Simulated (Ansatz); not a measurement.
Cd4⁺. Total charge 1; doublet. Geometry B3LYP/def2-SVP, that of the neutral singlet; atoms count from 1.

```xyz
4

Cd   -1.501    1.432   -0.545
Cd    0.313    0.064    2.121
Cd    1.835    0.468   -1.008
Cd   -0.647   -1.965   -0.568
```

In the def2 sets Cd takes a core potential; there is no spin–orbit coupling. The structure comes from a short search, and lower isomers may exist.

Estimate the Mulliken populations from the PBE0/def2-TZVP orbitals of Ansatz.


| atom | charge (e) | spin (α − β) | d electrons |
| --- | --- | --- | --- |
| Cd1 | 0.25 | 0.25 | 10.00 |
| Cd2 | 0.25 | 0.25 | 10.00 |
| Cd3 | 0.25 | 0.25 | 10.00 |
| Cd4 | 0.25 | 0.25 | 10.00 |
Mulliken values and Mayer orders depend strongly on the basis.

Where does the spin sit?

Summed by element: Cd 1.00, of 1 unpaired in all. Largest on single atoms: Cd1 0.25, Cd3 0.25, Cd4 0.25.
